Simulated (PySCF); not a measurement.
C5H5N, SMILES C(=C)=C(C#C)N.

The structure is a stationary point at PBE-D3(BJ)/def2-SVP. The structure was generated by enumeration, and PubChem lists no compound with its InChIKey, so it may never have been made. Other conformers were not sampled.

These are PySCF with PBE-D3(BJ)/def2-SVP values and carry that method's errors.

Frequencies are harmonic and unscaled.

| mode | ν (cm⁻¹) | IR (km/mol) | moving atoms (share of kinetic energy) |
|---|---|---|---|
| 1 | 124 | 0.3 | C 72 %, H 20 %, N 9 % |
| 2 | 173 | 12.8 | C 65 %, H 29 % |
| 3 | 221 | 11.6 | C 46 %, H 33 %, N 22 % |
| 4 | 289 | 12.1 | C 51 %, H 47 % |
| 5 | 301 | 17.5 | H 57 %, C 36 % |
| 6 | 498 | 4.9 | C 72 %, H 16 %, N 12 % |
| 7 | 570 | 37.3 | C 61 %, H 34 % |
| 8 | 578 | 60.3 | C 68 %, H 31 % |
| 9 | 585 | 14.1 | H 68 %, C 32 % |
| 10 | 600 | 16.0 | H 71 %, C 28 % |
| 11 | 667 | 13.1 | H 72 %, C 23 % |
| 12 | 672 | 226.9 | H 52 %, C 25 %, N 23 % |
| 13 | 752 | 7.8 | C 51 %, N 34 %, H 16 % |
| 14 | 857 | 35.8 | H 74 %, C 26 % |
| 15 | 956 | 0.3 | H 69 %, C 31 % |
| 16 | 1044 | 1.9 | H 62 %, C 29 %, N 8 % |
| 17 | 1275 | 99.1 | C 62 %, H 23 %, N 14 % |
| 18 | 1303 | 12.6 | H 55 %, C 40 % |
| 19 | 1426 | 20.3 | C 50 %, H 48 % |
| 20 | 1557 | 52.5 | H 87 %, N 11 % |
| 21 | 1996 | 18.5 | C 99 % |
| 22 | 2149 | 11.6 | C 92 %, H 8 % |
| 23 | 3009 | 28.8 | H 95 % |
| 24 | 3081 | 4.7 | H 89 %, C 11 % |
| 25 | 3408 | 89.3 | H 86 %, C 14 % |
| 26 | 3452 | 12.5 | H 96 % |
| 27 | 3562 | 12.5 | H 91 %, N 9 % |
